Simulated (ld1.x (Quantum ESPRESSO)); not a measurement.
## gold: excitation energies, all-electron against TM

Au (Z = 79), norm-conserving Troullier–Martins (Kleinman–Bylander form), made with ld1.x (Quantum ESPRESSO) 7.5 (PBE, scalar-relativistic). Core [Kr] 4d10, reference 4f14 5s2 5p6 5d10 6s1 6p0. Waves: 5p (bound): rc 1.25 bohr; 5d (bound): rc 1.75 bohr; 4f (bound): rc 0.90 bohr; 5s (bound): rc 1.40 bohr. Local part: the s channel. Core correction: none.

Occupied shells without a wave of their own: 6s. They enter only through the test configuration that unscreens the potential.

Energies are relative to the spin-unpolarised reference configuration 4f14 5s2 5p6 5d10 6s1 6p0; without spin polarisation the order of configurations can differ from experiment.

Task: Give the all-electron excitation energy and the error of the potential for: 4f14 5s2 5p6 5d10 6s0 6p0; 4f14 5s2 5p6 5d9 6s0 6p0; 4f14 5s2 5p6 5d8 6s0 6p0; 4f14 5s2 5p5 5d10 6s1 6p0; 4f14 5s2 5p6 5d9 6s1 6p1; 4f14 5s2 5p6 5d10 6s0.5 6p0; 4f14 5s2 5p6 5d7 6s0 6p0.

Result:

| valence configuration | charge | ΔE all-electron (eV) | error AE − PS (meV) |
| --- | --- | --- | --- |
| 4f14 5s2 5p6 5d10 6s0 6p0 | +1 | 9.409 | -2076 |
| 4f14 5s2 5p6 5d9 6s0 6p0 | +2 | 30.617 | -2804 |
| 4f14 5s2 5p6 5d8 6s0 6p0 | +3 | 64.494 | -3656 |
| 4f14 5s2 5p5 5d10 6s1 6p0 | +1 | 66.105 | -85 |
| 4f14 5s2 5p6 5d9 6s1 6p1 | 0 | 7.497 | +82 |
| 4f14 5s2 5p6 5d10 6s0.5 6p0 | +0.5 | 3.773 | -937 |
| 4f14 5s2 5p6 5d7 6s0 6p0 | +4 | 112.206 | -4608 |

Levels in the configuration 4f14 5s2 5p6 5d9 6s0 6p0:

| level | all-electron (eV) | pseudo (eV) |
| --- | --- | --- |
| 4f | -102.837 | -104.238 |
| 5s | -130.006 | -131.068 |
| 5p | -81.296 | -82.253 |
| 5d | -27.334 | -28.123 |

These tests converged, but a pseudo level misses the all-electron one widely, so the file describes the atom poorly there or has found another state: 4f14 5s2 5p6 5d10 6s0 6p0: empty 6s by 2.5 eV; 4f14 5s2 5p6 5d9 6s0 6p0: empty 6s by 3.2 eV; 4f14 5s2 5p6 5d8 6s0 6p0: empty 6s by 4.0 eV; 4f14 5s2 5p5 5d10 6s1 6p0: 6s by 2.5 eV; 4f14 5s2 5p6 5d9 6s1 6p1: 6s by 2.1 eV; 4f14 5s2 5p6 5d10 6s0.5 6p0: 6s by 2.1 eV; 4f14 5s2 5p6 5d7 6s0 6p0: empty 6s by 5.0 eV. The 6s level has no wave, so the channel is fitted at the deeper level alone: the likely source of the large errors.

A Bessel basis up to 400 Ry misses an occupied level by 0.03 Ry, so cutoffs and ghosts were not judged. The potential misses its own reference levels by up to 1.7 eV, so it is not fit for use.
